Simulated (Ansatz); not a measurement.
Ga₁₂P₁₁H₃₂⁻, a nanocrystal cut from zinc blende GaP (hydrogen-capped). Charge -1, multiplicity 3. Geometry PBE-D4/def2-SVP, that of the charge -1 singlet; atoms count from 1.

Cartesian coordinates in Å:
```
P 2.859 2.486 2.400
P 2.804 -3.385 0.187
P -1.362 -3.532 0.683
P -0.879 2.485 3.071
P -2.853 -0.448 2.256
P 0.856 -0.634 1.696
P 2.349 1.396 -1.185
P 0.296 -1.595 -2.061
P -1.381 1.673 -0.549
P -3.436 -1.393 -1.317
P -1.571 0.842 -4.232
Ga 3.033 -1.609 1.820
Ga 1.033 1.126 3.280
Ga 3.804 2.765 0.180
Ga -0.974 -1.897 2.450
Ga 2.218 -3.025 -2.144
Ga -1.581 -2.909 -1.646
Ga -2.817 1.329 3.916
Ga -0.785 3.509 0.892
Ga -3.317 0.560 0.149
Ga 0.409 0.164 -0.480
Ga 0.235 -0.775 -4.316
Ga -1.646 2.718 -2.681
H 2.630 3.805 2.904
H 3.978 2.166 3.236
H 4.003 -4.172 0.190
H 1.949 -4.384 0.754
H -2.480 -4.349 1.055
H -0.361 -4.553 0.747
H -0.633 3.526 4.028
H -4.001 -1.250 2.569
H 3.153 0.454 -1.899
H 1.889 2.176 -2.291
H -4.573 -2.185 -0.949
H -3.897 -1.012 -2.618
H -2.820 0.141 -4.204
H -1.713 1.374 -5.556
H 3.313 -2.257 3.238
H 4.037 -0.563 1.167
H 1.460 0.631 4.722
H 5.222 2.062 0.200
H 3.590 4.273 -0.239
H -0.869 -2.669 3.825
H 1.816 -4.434 -2.754
H 3.452 -2.198 -2.704
H -1.974 -4.140 -2.554
H -2.477 0.690 5.329
H -4.124 2.200 3.695
H -1.846 4.680 0.763
H 0.764 3.786 0.606
H -4.716 1.290 0.090
H 1.531 0.103 -4.573
H -0.190 -1.943 -5.304
H -0.323 3.523 -3.034
H -3.082 3.378 -2.807
```

Single mean-field runs in def2-TZVP are fitted with def2-universal-jkfit. The highest occupied level of the charge -1 triplet lies above zero (up to 0.08 eV). By energy differences its removal costs 0.83 eV (vertical, to the charge 0 doublet, at PBE0-D4/def2-TZVP); self-interaction error and the lack of diffuse functions both raise the level. At PBE0-D4/def2-TZVP a singlet of charge -1 lies 4.52 eV below the triplet at the same geometry.

Q: Estimate the Mulliken populations of the heavy atoms from the PBE0/def2-TZVP orbitals of Ansatz.

A: 
```tsv
atom	charge (e)	spin (α − β)
P1	-0.25	0.00
P2	-0.27	0.03
P3	-0.31	0.13
P4	-0.31	0.02
P5	-0.31	0.05
P6	-0.32	0.04
P7	-0.19	0.00
P8	-0.30	0.21
P9	-0.26	0.30
P10	-0.33	0.36
P11	-0.26	0.16
Ga12	0.13	0.00
Ga13	0.23	0.02
Ga14	0.15	0.00
Ga15	0.26	0.00
Ga16	0.11	0.08
Ga17	0.29	-0.01
Ga18	0.15	0.04
Ga19	0.15	0.11
Ga20	0.27	-0.01
Ga21	0.26	-0.02
Ga22	0.13	0.01
Ga23	0.14	0.00
```
Mulliken values and Mayer orders depend strongly on the basis.

Q: Where does the spin sit?

A: Summed by element: P 1.31, Ga 0.21, H 0.47, of 2 unpaired in all. Largest on single atoms: P10 0.36, P9 0.30, P8 0.21.

Q: And the Mayer bond orders between bonded heavy atoms (over 0.3)?

A: P1–Ga13 0.68 (2.44 Å); P1–Ga14 0.70 (2.43 Å); P2–Ga12 0.69 (2.42 Å); P2–Ga16 0.71 (2.43 Å); P3–Ga15 0.70 (2.44 Å); P3–Ga17 0.73 (2.42 Å); P4–Ga13 0.85 (2.36 Å); P4–Ga18 0.72 (2.41 Å); P4–Ga19 0.74 (2.41 Å); P5–Ga15 0.80 (2.38 Å); P5–Ga18 0.69 (2.43 Å); P5–Ga20 0.79 (2.38 Å); P6–Ga12 0.74 (2.39 Å); P6–Ga13 0.79 (2.37 Å); P6–Ga15 0.81 (2.35 Å); P6–Ga21 0.83 (2.36 Å); P7–Ga14 0.71 (2.42 Å); P7–Ga21 0.76 (2.40 Å); P8–Ga16 0.68 (2.40 Å); P8–Ga17 0.85 (2.33 Å); P8–Ga21 0.74 (2.37 Å); P8–Ga22 0.75 (2.40 Å); P9–Ga19 0.59 (2.41 Å); P9–Ga20 0.83 (2.34 Å); P9–Ga21 0.80 (2.34 Å); P9–Ga23 0.74 (2.39 Å); P10–Ga17 0.74 (2.42 Å); P10–Ga20 0.68 (2.45 Å); P11–Ga22 0.69 (2.43 Å); P11–Ga23 0.67 (2.44 Å).
